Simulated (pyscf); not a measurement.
**HO–Al(Cl)–Cl, singlet**

Gas-phase minimum from PySCF at ωB97X-D3(BJ)/def2-SVP, one conformer. 

SMILES: [OH][Al]([Cl])[Cl]
```xyz
5

O      1.2328    -0.7898     0.1365
Al    -0.0643    -0.0400    -0.6338
Cl    -0.2224     2.0335    -0.7676
Cl    -1.5394    -1.2380    -1.4687
H      1.9815    -0.3724     0.5667
```

Bonds (Å): O1–Al2 1.685, O1–H5 0.959, Al2–Cl3 2.084, Al2–Cl4 2.076. Bond angles (°): Al2–O1–H5 127.8, O1–Al2–Cl3 122.1, O1–Al2–Cl4 118.3, Cl3–Al2–Cl4 119.6.

Properties at ωB97X-D3(BJ)/def2-SVP:

| Property | Result |
|---|---|
| Harmonic wavenumbers, unscaled | 155, 203, 235, 347, 451, 522, 653, 934, 3994 cm⁻¹ |
| Zero-point energy | 10.7 kcal/mol |
| Rotational symmetry number | 1 |
| Entropy of this conformer at 298 K and 1 atm, rigid rotor and harmonic oscillator, modes under 100 cm⁻¹ raised to 100 | 323.1 J/(mol K) |
| Dipole moment | 1.98 D |

Single-point totals, which compare only within one level (frozen core for MP2 and CC):

| level | total energy (hartree) |
|---|---|
| ωB97X-D3(BJ)/def2-TZVP | -1238.97623 |
| PBE/def2-TZVP | -1238.33505 |
| r²SCAN/def2-TZVP | -1238.81031 |
| B3LYP-D3(BJ)/def2-TZVP | -1238.98886 |
| PBE0-D3(BJ)/def2-TZVP | -1238.43621 |
| M06-2X/def2-TZVP | -1238.85816 |
| ωB97M-D3(BJ)/def2-TZVP | -1239.09068 |
| HF/def2-TZVPP | -1236.64865 |
| MP2/def2-TZVPP | -1237.33377 |
| CCSD/def2-TZVPP | -1237.36816 |
| CCSD(T)/def2-TZVPP | -1237.39635 |

Soft torsions are taken as harmonic, which can shift the entropy by several J/(mol K). The CCSD(T) − MP2 part came from Ansatz, without density fitting, on the same reference.
